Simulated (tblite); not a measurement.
C₅H₈F₃OP.
SMILES with atom numbers: `[O:1]=[P@@H:2]1[CH2:3][CH2:4][C@H:5]([C:6]([F:7])([F:8])[F:9])[CH2:10]1` (hydrogens: H11 on P2; H12, H13 on C3; H14, H15 on C4; H16 on C5; H17, H18 on C10)

Cartesian coordinates in Å at the GFN2-xTB level; atoms count from 1:
```
atom  x, y, z in Å
O1    -2.834    0.071   -1.414
P2    -1.974   -0.119   -0.249
C3    -1.138    1.369    0.453
C4     0.350    1.139    0.196
C5     0.605   -0.366    0.354
C6     2.022   -0.736   -0.056
F7     2.943   -0.103    0.688
F8     2.289   -0.432   -1.333
F9     2.257   -2.049    0.083
C10   -0.429   -1.088   -0.505
H11   -2.605   -0.735    0.832
H12   -1.344    1.454    1.520
H13   -1.507    2.265   -0.046
H14    0.599    1.428   -0.828
H15    0.974    1.718    0.878
H16    0.496   -0.654    1.405
H17   -0.536   -2.140   -0.244
H18   -0.177   -1.017   -1.568
```

Calculated harmonic vibrations of the isolated species, GFN2-xTB (tblite), most abundant isotopes, no scaling. The method is semi-empirical: single wavenumbers can be off by several per cent or more. Modes of hydrogen on phosphorus can be 10 to 20 % off. One conformer, not necessarily the lowest.

Harmonic wavenumbers (cm⁻¹): 36.4, 63.7, 116.2, 142.7, 247.3, 273.3, 296.1, 333.7, 372.4, 434.7, 449.2, 512.0, 527.4, 615.1, 678.8, 730.9, 775.9, 806.6, 855.4, 863.4, 933.9, 945.6, 966.6, 1028.7, 1041.9, 1049.8, 1071.7, 1109.3, 1157.2, 1181.5, 1183.3, 1197.8, 1248.2, 1265.4, 1292.6, 1303.2, 1334.9, 1427.2, 1432.1, 1477.9, 2277.5, 2947.8, 2956.2, 2979.2, 2989.1, 2996.3, 2997.9, 3002.6.

A = 2478, B = 647.1, C = 591.2 MHz; mass 172.026 u (most abundant isotopes); point group C1, symmetry number 1.

**Question.** What is the zero-point energy?

**Answer.** Half the sum of the wavenumbers: 27963 cm⁻¹ = 334.51 kJ/mol.

**Question.** Entropy at 200 K, 1 bar (ideal gas, RRHO, classical rotation)?

**Answer.** Translation 164.76, rotation 121.40, vibration 77.00: S = 363.2 J/(mol K).

**Question.** And Cp and H(200 K) − H(0)?

**Answer.** Cp = 118.10 J/(mol K), of which vibrations give 84.85 (their classical limit is 48 R = 399.1); H(200 K) − H(0) = 14.93 kJ/mol without the zero-point energy, 8.27 from vibrations.

**Question.** What must be added to the electronic energy to get the Gibbs energy at 200 K and 1 bar?

**Answer.** ZPE + [H(200 K) − H(0)] − T·S = 334.51 + 14.93 − 72.63 = 276.81 kJ/mol.

**Question.** Which modes carry the vibrational entropy at 200 K?

**Answer.** 36.4 cm⁻¹: 19.48; 63.7 cm⁻¹: 14.87; 116.2 cm⁻¹: 10.04; 142.7 cm⁻¹: 8.45; 247.3 cm⁻¹: 4.54; 273.3 cm⁻¹: 3.92 J/(mol K); the other 42 give 15.70 together.

Hindered rotation and anharmonicity are outside this model. Other conformers, if any are populated, would add a mixing term that is left out. The structure is chiral; the term R ln 2 for an equal mix with its mirror image is left out.
